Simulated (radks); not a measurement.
Results of a calculation; reference values are marked as such.
Spin polarisation of the 4d8 shell in Rh. Start: [Kr] 4d(up 4, down 4) 5s(up 0.5, down 0.5); electrons of 4d are moved from spin down to spin up, other shells keep equal spins. Level of theory: scalar-relativistic Kohn-Sham, r2SCAN, spin-polarised, spherical densities, finite nucleus; meta-GGA in the generalised Kohn-Sham scheme; Fermi nuclear charge, rms radius of each element as measured or else 0.836 A^(1/3) + 0.57 fm (a radial shooting solver on a logarithmic mesh with Libxc functionals).

moment (Bohr magnetons)	E - E(0) (eV)	e(4d up) (eV)	e(4d down) (eV)	5s down minus up (eV)
0	0.000	-6.067	-6.067	0.000
0.5	-0.054	-6.277	-5.848	0.117
1	-0.215	-6.479	-5.620	0.235
1.5	-0.483	-6.671	-5.383	0.354
2	-0.858	-6.854	-5.136	0.476

At moment 2 the spin-polarisation energy is -0.858 eV and the 4d exchange splitting 1.718 eV, that is 0.859 eV per Bohr magneton; E = -I m^2/4 would give I = 0.858 eV.
